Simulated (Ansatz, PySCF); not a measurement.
This triplet is an excited state, 0.99 eV above the relaxed singlet at the level frozen-core CCSD(T)/cc-pVTZ // PBE0-D3(BJ)/def2-SVP (Ansatz, a first-principles code).

Cartesian coordinates (Å):
```xyz
6

C     -0.5988     0.0317     0.0104
Si     1.2017     0.6095    -0.0545
H     -0.8343    -0.6115    -0.8521
H     -0.7977    -0.5238     0.9405
H     -1.2708     0.9023    -0.0184
H      2.2999    -0.4082    -0.0260
```
Charge 0, spin multiplicity 3.

Task: Give the dipole moment, total energy and highest occupied spin orbital at the level ωB97X-D3(BJ)/def2-TZVP // PBE0-D3(BJ)/def2-SVP run with PySCF.

Result: 
| Property | Value |
|---|---|
| dipole moment | 1.02 D |
| total energy | -329.9654 Ha |
| highest occupied spin orbital | -7.24 eV |
